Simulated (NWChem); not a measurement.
C2H3FN2Si; SMILES C1=N[Si@@H](C=N1)F

```xyz
9

F      0.1066     2.0100    -0.5871
Si     0.0147     0.7468     0.4190
C      1.2791    -0.6331     0.0511
N      0.6316    -1.6975    -0.2451
C     -0.8047    -1.4507    -0.2271
N     -1.3284    -0.3255     0.0437
H     -0.0176     1.2680     1.8062
H      2.3759    -0.6750     0.0832
H     -1.4038    -2.3407    -0.4731
```
Atoms are numbered in this order, from 1.

All runs use the structure optimised with PBE0/def2-SVP.

### Question
Give the principal values of the shielding tensors (ppm) of F1, Si2, C3, N4, C5 from B3LYP/6-311G** (spherical d), GIAO (NWChem), with their diamagnetic and paramagnetic parts as GIAO splits them.

### Answer
```
atom     σ11     σ22    σ33  isotropic  diamagnetic  paramagnetic
----  ------  ------  -----  ---------  -----------  ------------
F1     323.8   381.6  399.6      368.3        472.1        -103.8
Si2    255.6   355.1  413.8      341.5        878.2        -536.7
C3    -150.3   -26.4  143.4      -11.1        257.1        -268.1
N4    -611.7  -176.2  209.8     -192.7        323.8        -516.5
C5     -95.7    37.2   78.7        6.7        254.5        -247.8
```
